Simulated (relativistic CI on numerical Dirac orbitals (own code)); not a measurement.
# What each ingredient does to the levels of Tl25+

Base calculation: Dirac-Coulomb-Breit CI, separate exchange-only KLI orbitals for each configuration, model QED (radiative potential, 1s self-energy scaled to tabulated hydrogen-like ionisation energies), unscaled Slater integrals.

CI space (outside the closed core [Ar] 3d10): 4s²4p⁶4d¹⁰4f¹⁰, 4s²4p⁶4d¹⁰4f⁹5s, 4s²4p⁶4d¹⁰4f⁸5s², 4s²4p⁶4d⁹4f¹¹, 4s²4p⁶4d¹⁰4f⁹5p, 4s²4p⁶4d¹⁰4f⁸5s5p, 4s²4p⁶4d⁸4f¹², 4s²4p⁵4d¹⁰4f¹¹, 4s²4p⁶4d⁹4f¹⁰5s, 4s²4p⁶4d¹⁰4f⁹6s, 4s4p⁶4d¹⁰4f¹¹, 4s²4p⁴4d¹⁰4f¹², 4p⁶4d¹⁰4f¹², 4s4p⁶4d⁹4f¹², 4s4p⁵4d¹⁰4f¹². Levels of other configurations are missing.

Variants: (1) valence Slater integrals scaled by 0.9; (2) QED terms removed; (3) non-relativistic limit. Shifts of the energy above 4s²4p⁶4d¹⁰4f¹⁰ ⁵I8, in cm⁻¹, for the lowest level and the first level of each name with at least 55 % of one term (blank where a level changes its place among those of its configuration and J or its character, or is not in the variant):

```csv
Level,Base,Δ(1),Δ(2),Δ(3)
4s²4p⁶4d¹⁰4f¹⁰ ⁵I8,0.0,0.0,0.0,0.0
4s²4p⁶4d¹⁰4f¹⁰ ⁵I7,32871.2,+529.9,-142.7,-32871.2
4s²4p⁶4d¹⁰4f¹⁰ ⁵G6,68903.0,-3007.5,-130.7,
4s²4p⁶4d¹⁰4f¹⁰ ⁵F3,73494.5,-3056.0,-143.6,-41124.7
4s²4p⁶4d¹⁰4f¹⁰ ³L9,84118.0,-5290.9,-124.1,-22748.2
4s²4p⁶4d¹⁰4f¹⁰ ³K7,85971.2,-4104.9,-169.2,-43259.2
4s²4p⁶4d¹⁰4f¹⁰ ³H6,92768.6,-3206.6,-214.9,-41228.9
4s²4p⁶4d¹⁰4f¹⁰ ³M10,100290.1,-6764.6,-136.2,-26183.7
4s²4p⁶4d¹⁰4f¹⁰ ⁵F2,107017.9,-3544.7,-252.4,
4s²4p⁶4d¹⁰4f¹⁰ ³P0,112632.9,-6491.4,-160.5,-50536.3
4s²4p⁶4d¹⁰4f¹⁰ ³P1,114269.2,-4303.6,-249.7,
4s²4p⁶4d¹⁰4f¹⁰ ³M9,133246.9,-6237.3,-277.9,-59140.5
4s²4p⁶4d¹⁰4f¹⁰ ⁵D1,135144.3,-7250.6,-210.0,
4s²4p⁶4d¹⁰4f¹⁰ ⁵D0,140672.9,-7449.0,-219.2,-54902.5
```

At this charge energies of transitions that change n are usually good to better than 1 %, and those within a shell (Δn = 0) to a few per cent. Terms inside the open d or f shell come out 10 to 20 % too wide with unscaled integrals.

Ionisation energy from the two ground configurations alone: base 816.166 eV; valence Slater integrals scaled by 0.9 816.386 eV. The NIST ASD value (theoretical) is 820 eV.

LS names give the leading component of a level, which can be under half, so a name can repeat, a term be missing and a line seem to break the LS rules.
